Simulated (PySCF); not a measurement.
Compound: C3H8O4SSi.
Bonds: C1–S2, S2–O3 (double), S2–O4 (double), S2–C5, C5–C6, C6–O7 (double), C6–O8, O8–Si9. Hydrogens: H10, H11, H12 on C1; H13, H14 on C5; H15, H16, H17 on Si9.

The same species was optimised twice, with GFN2-xTB and with PBE0-D3(BJ)/def2-SVP (PySCF), and the same property calculations (PySCF, gas phase) were run on both structures.

```csv
coordinate,GFN2-xTB,PBE0-D3(BJ)/def2-SVP,change
O8–Si9 (Å),1.672,1.727,+0.055
S2–C5 (Å),1.842,1.815,-0.027
S2=O4 (Å),1.434,1.460,+0.026
C1–S2 (Å),1.805,1.780,-0.025
S2=O3 (Å),1.435,1.457,+0.022
C6–O8 (Å),1.306,1.323,+0.017
C5–C6 (Å),1.495,1.503,+0.008
C6=O7 (Å),1.207,1.208,+0.001
S2–C5–C6 (°),100.0,109.2,+9.2
C6–O8–Si9 (°),122.6,117.7,-4.9
O3–S2–O4 (°),117.7,121.2,+3.5
O3–S2–C5 (°),108.3,106.8,-1.5
O4–S2–C5 (°),107.8,106.5,-1.3
C1–S2–O4 (°),109.4,108.4,-1.0
C5–C6–O7 (°),122.5,123.3,+0.8
O7–C6–O8 (°),123.9,123.2,-0.7
C1–S2–C5–C6 (°),79,73,-6
S2–C5–C6–O7 (°),-77,-73,+4
C5–C6–O8–Si9 (°),-159,-170,-11
```

Rotational constants: A = 2509, B = 739.0, C = 697.4 MHz (GFN2-xTB) against A = 2722, B = 644.2, C = 617.4 MHz (PBE0-D3(BJ)/def2-SVP). Point groups within 0.08 Å: C1 and C1.

On the GFN2-xTB structure: HOMO (eV) -8.47 [PBE0/pcSseg-1]; LUMO (eV) -0.84 [PBE0/pcSseg-1]; dipole (D) 2.63 [PBE0/pcSseg-1]; GIAO shielding of C1 (ppm) 141.9 [PBE0/pcSseg-1]; GIAO shielding of S2 (ppm) 198.7 [PBE0/pcSseg-1]; GIAO shielding of O3/O4 (mean) (ppm) 104.3 [PBE0/pcSseg-1]; GIAO shielding of C5 (ppm) 118.4 [PBE0/pcSseg-1]; GIAO shielding of C6 (ppm) 13.7 [PBE0/pcSseg-1]; GIAO shielding of O7 (ppm) -110.9 [PBE0/pcSseg-1]; GIAO shielding of O8 (ppm) 138.0 [PBE0/pcSseg-1]; GIAO shielding of Si9 (ppm) 384.2 [PBE0/pcSseg-1].

What do these properties become on the PBE0-D3(BJ)/def2-SVP structure?

| property | level | on GFN2-xTB | on PBE0-D3(BJ)/def2-SVP | change |
| --- | --- | --- | --- | --- |
| HOMO (eV) | PBE0/pcSseg-1 | -8.47 | -8.56 | -0.09 |
| LUMO (eV) | PBE0/pcSseg-1 | -0.84 | -1.00 | -0.16 |
| dipole (D) | PBE0/pcSseg-1 | 2.63 | 3.16 | +0.53 |
| energy, GFN2-xTB geometry as zero (kcal/mol) | PBE0/pcSseg-1 | 0.0 | -7.4 | -7.4 |
| GIAO shielding of C1 (ppm) | PBE0/pcSseg-1 | 141.9 | 140.8 | -1.1 |
| GIAO shielding of S2 (ppm) | PBE0/pcSseg-1 | 198.7 | 195.1 | -3.6 |
| GIAO shielding of O3/O4 (mean) (ppm) | PBE0/pcSseg-1 | 104.3 | 97.3 | -7.0 |
| GIAO shielding of C5 (ppm) | PBE0/pcSseg-1 | 118.4 | 120.4 | +2.0 |
| GIAO shielding of C6 (ppm) | PBE0/pcSseg-1 | 13.7 | 12.2 | -1.5 |
| GIAO shielding of O7 (ppm) | PBE0/pcSseg-1 | -110.9 | -116.0 | -5.1 |
| GIAO shielding of O8 (ppm) | PBE0/pcSseg-1 | 138.0 | 119.4 | -18.6 |
| GIAO shielding of Si9 (ppm) | PBE0/pcSseg-1 | 384.2 | 380.3 | -3.9 |

The heavy atoms differ by 0.216 Å rms after alignment. Among bonds between heavy atoms O8–Si9 changes most (+0.055 Å). Changes are differences of the printed values. Neither structure is proved a minimum here.

Shape of the structure used: `[CH3:1][S:2](=[O:3])(=[O:4])[CH2:5][C:6](=[O:7])[O:8][SiH3:9]`: C1–S2–C5–C6 73°, S2–C5–C6–O7 -73°, C5–C6–O8–Si9 -170°.
